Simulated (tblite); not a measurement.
C6H6N (doublet state).
Bonds: C1–C2 (double), C2–C3, C3–C4, C4–N5 (triple), C3–C6, C6–C7, C3–C7. Hydrogens: H8, H9 on C1; H10, H11 on C6; H12, H13 on C7.

The geometry is computed with GFN2-xTB (gas phase). This method treats the open shell by occupation alone, without spin polarisation.

List the bond lengths, angles and torsions at this level.

```
          bond  length (bohr)
         C1=C2          2.445
         C2–C3          2.712
         C3–C4          2.698
         C4≡N5          2.164
  C3–C6, C3–C7          2.888
         C6–C7          2.807
         C1–H8          2.041
         C1–H9          2.064
C6–H10, C7–H13          2.040
C6–H11, C7–H12          2.041
```

Bonds in one row agree within 0.02 bohr and their mean is given. A selection of angles:
```
     angle  degrees
  C2–C1–H8    121.7
  C2–C1–H9    124.0
  H8–C1–H9    114.3
  C1–C2–C3    143.7
  C2–C3–C4    113.9
  C2–C3–C6    120.2
  C4–C3–C6    116.3
  C4–C3–C7    117.3
  C6–C3–C7     58.2
  C3–C4–N5    178.9
  C3–C6–C7     60.8
 C3–C6–H10    116.3
 C3–C6–H11    117.2
 C7–C6–H10    118.6
 C7–C6–H11    118.8
H10–C6–H11    114.6
```

Torsions: C1–C2–C3–C4 64° (synclinal); C2–C3–C6–C7 109° (anticlinal); C2–C3–C7–C6 -109° (anticlinal). The mirror-image conformer, all signs reversed, is as good.

The C–C distances run from 1.294 Å (C1=C2, drawn double) to 1.529 Å (C3–C6, drawn single), a spread of 0.235 Å. The 3-membered ring C3–C6–C7 has internal angles of 58.2° to 61.0°. C1 (carbon bonded to C and 2 H) is planar (angles 124.0°, 121.7° and 114.3°, sum 360.0°, 0.00 Å off the plane of its three neighbours).

Point group: C1 (no symmetry element, even within 0.4 Å). Its GFN2-xTB frequencies are all real (lowest 37 cm⁻¹). 2 starts were optimised and ended at 0.00 and 3.25 kcal/mol (GFN2-xTB); the lowest of these is shown.
